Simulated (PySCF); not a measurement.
Electron correlation in Te²⁺ (tellurium, charge +2)

[Kr] 4d10 5s1 5p2 5d1, one real determinant (an excited configuration). Calculation: PySCF 2.14, in x2c-TZVPPall with one added diffuse shell each of s, p, d, f type (9s7p5d3f, 76 functions); the spin-free X2C one-electron Hamiltonian (Gaussian nucleus). Frozen: [Ar] 3d10; 22 electrons correlated.

MP2 pair energies summed by pair of shells (mhartree):

```csv
pair,energy,share (%)
4d-4d,-231.86,53.3
4p-4d,-55.84,12.8
4d-5p,-41.04,9.4
4d-5s,-22.93,5.3
4p-4p,-22.84,5.3
4s-4d,-14.69,3.4
4d-5d,-9.18,2.1
4s-4p,-8.49,2.0
5p-5d,-6.95,1.6
5p-5p,-4.26,1.0
4p-5s,-3.84,0.9
4p-5p,-3.84,0.9
5s-5d,-2.80,0.6
5s-5p,-2.79,0.6
4s-4s,-1.99,0.5
4p-5d,-0.55,0.1
4s-5p,-0.48,0.1
4s-5s,-0.33,0.1
4s-5d,-0.09,0.0
```

Total MP2 correlation energy: -434.79 mhartree.

Same-spin part -173.05 and opposite-spin part -261.74 mhartree; SCS-MP2 scales them by 1/3 and 6/5 to -371.77 mhartree.

The reference is one real determinant that mixes LS terms of this configuration.

This basis was not built for core-valence correlation, so the inner-shell part is incomplete.
